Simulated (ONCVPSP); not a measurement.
What one change does to a pseudopotential (Fe, ONCV)

- Element: Fe (Z = 26)
- Generator: ONCVPSP 4.0.1
- Type: optimised norm-conserving Vanderbilt (ONCV)
- Functional: LDA (Perdew-Wang 92)
- Relativity: scalar-relativistic
- Frozen core: [Ne]
- Valence charge: 16
- Reference configuration: 3s2 3p6 3d6 4s2
- Partial waves: 3s+4s: rc 1.35 bohr, ncon 4, nbas 9, qcut 10.3 1/bohr, 2 projectors; 3p: rc 1.00 bohr, ncon 3, nbas 6, qcut 17.5 1/bohr, 2 projectors, debl 1.4 Ha; 3d: rc 1.90 bohr, ncon 4, nbas 8, qcut 7.2 1/bohr, 2 projectors, debl 3.5 Ha
- Local potential: polynomial inside 0.70 bohr (lpopt 5, dvloc0 0 Ha)
- Core correction: Teter function, fcfact 6, rcfact 1.3

In the p channel the program set the typed energies aside and used -2.202, 0.250 Ha.

Change: p: rc 1.22.

Cutoffs: the cutoffs (Ha) at which the residual kinetic energy of the hardest occupied pseudo-wave falls to 1 and 0.1 mHa per electron; they do not see the model core or the augmentation charge, which bear on the density cutoff. Errors are all-electron minus pseudo energies relative to the spin-unpolarised reference configuration.

Predict the effect on cutoff, ghosts and configuration errors.

The potential gets softer (68 Ha and 86 Ha → 33 Ha and 46 Ha); the errors of the 4 common tests hardly move; neither file shows a bound ghost. A larger radius leaves more room for a smooth pseudo-wave, so fewer plane waves are needed.

| quantity | base | changed |
| --- | --- | --- |
| cutoff, loose | 68 Ha | 33 Ha |
| cutoff, tight | 86 Ha | 46 Ha |
| loose cutoff by channel | s 33 Ha, p 68 Ha, d 23 Ha | s 33 Ha, p 32 Ha, d 23 Ha |
| bound ghosts | none | none |
| GHOST(+) flags under 300 eV | none | none |
| error for 3s2 3p6 3d6 4s1, meV [ΔE 8.97 eV] | +2.6 | +2.6 |
| error for 3s2 3p6 3d6 4s0, meV [ΔE 25.46 eV] | +15 | +15 |
| error for 3s2 3p6 3d5 4s0, meV [ΔE 59.99 eV] | +137 | +138 |
| error for 3s1 3p6 3d6 4s2, meV [ΔE 101.40 eV] | -675 | -669 |
| s: phases at 1.37 bohr within 0.05 rad from the reference energy up to (Ha; the scan ends near 5) | to the end of the scan | to the end of the scan |
| d: phases at 1.93 bohr within 0.05 rad from the reference energy up to (Ha; the scan ends near 5) | to the end of the scan | to the end of the scan |
| rms error of d²Exc/dni dnj with the model core, mHa | 1.71 | 1.69 |
